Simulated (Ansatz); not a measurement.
Molecule: trimethoxysilane, C3H10O3Si, charge 0, multiplicity 1. 
Structure (B3LYP-D3(BJ)/def2-TZVP (Ansatz, an electronic-structure program) minimum search):
SMILES: CO[SiH](OC)OC
```xyz
17

Si    -0.0187    -0.1084    -0.2693
O     -0.3530     1.4862    -0.2867
C      0.3783     2.4604    -1.0151
O      1.4862    -0.3275     0.3154
C      2.1111    -1.5892     0.4947
O     -1.0818    -0.8616     0.7092
C     -2.4891    -0.8693     0.5251
H     -0.1143    -0.6607    -1.6410
H      0.4719     2.1842    -2.0702
H      1.3781     2.5895    -0.5942
H     -0.1596     3.4058    -0.9492
H      1.6274    -2.1510     1.2970
H      2.0797    -2.1852    -0.4230
H      3.1533    -1.4153     0.7611
H     -2.9202    -1.5653     1.2443
H     -2.9081     0.1249     0.6965
H     -2.7588    -1.1975    -0.4837
```
Charge 0, spin multiplicity 1.

Basis-set convergence of Hartree-Fock and CCSD correlation energies (hartree) with Ansatz. Correlated levels leave the core frozen unless marked. Spin-orbit coupling is left out. Non-relativistic.

| basis | functions | E(HF) | E(corr, CCSD) |
|---|---|---|---|
| cc-pV(D+d)Z | 157 | -633.07828 | -1.14085 |
| cc-pV(T+d)Z | 359 | ___ | ___ |

### Question
Complete the blanks.

### Answer

- cc-pV(T+d)Z, E(HF): -633.22274
- cc-pV(T+d)Z, E(corr, CCSD): -1.40168
